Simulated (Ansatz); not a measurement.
`F[SiH2]O[SiH3]` + `C=N` → `C=N[SiH2]F` + silanol at 500 K and 1 bar (ligand exchange at the Si–O bond).

Gas-phase electronic energies from Ansatz, PBE0-D4/def2-TZVP geometries. CBS: MP2 limit from def2 TZ/QZ plus the TZ coupled-cluster correction, frozen cores. This one scheme is used for every species. Each species was taken in one conformer, which may not be the lowest.

```tsv
species	CCSD(T)/CBS energy (Eh)	H − E (kJ/mol)	S (J/(mol·K))
`F[SiH2]O[SiH3]`	-756.28164	174.8	408.0
`C=N`	-94.52360	124.2	249.5
`C=N[SiH2]F`	-484.08456	168.9	351.4
`O[SiH3]`	-366.69042	127.5	292.9
```

H − E and S are ideal-gas, rigid-rotor, harmonic terms from PBE0-D4/def2-TZVP, for one conformer and one mirror image of each species. 1 Eh = 2625.50 kJ/mol, R = 8.31446 J/(mol·K).

Q: By hand: ΔE, ΔH, ΔS and ΔG.

A: ΔE = (-484.08456) + (-366.69042) − (-756.28164) − (-94.52360) = 0.03026 Eh = 79.4 kJ/mol. Δ(H − E) = 168.9 + 127.5 − 174.8 − 124.2 = -2.6, so ΔH = 76.8 kJ/mol. ΔS = 351.4 + 292.9 − 408.0 − 249.5 = -13.2 J/(mol·K). ΔG = 76.8 − 500 × (-13.2)/1000 = 83.4 kJ/mol.

Q: By hand: the equilibrium constant, and the temperature at which ΔG would vanish if ΔH and ΔS stayed fixed.

A: log₁₀ K = −ΔG/(RT ln 10) = -8.7. ΔH and −TΔS have one sign here, so there is no such temperature.

The number of gas molecules stays the same, so ΔS is small and ΔH decides. A doubt of 5 kJ/mol in ΔE shifts log₁₀ K by 0.5 here. Other conformers and mirror images would add mixing entropy, several J/(mol·K) or more a flexible species. Modes under 60 cm⁻¹, often nearly free rotors, make the harmonic entropy too high. These are equilibria of isolated gas molecules and say nothing of rates. Largest T1 diagnostic: 0.013 (customary marks: 0.02 for closed shells, 0.045 for open ones).
